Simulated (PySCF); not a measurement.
A structure optimised at PBE0-D3(BJ)/def2-TZVP, used in a PySCF frequency run:

```xyz
5

B      0.2175     0.8270     0.0000
N     -0.0298    -0.5245     0.0000
H     -0.6204     1.6794     0.0000
H     -0.9581    -0.9245     0.0000
H      0.6995    -1.2185     0.0000
```
Charge 0, spin multiplicity 2.

Write its SMILES, formula and point group.

[BH]N, BH3N, Cs

What are its rotational constants (standard atomic weights)?

229.20, 30.652, 27.037 GHz
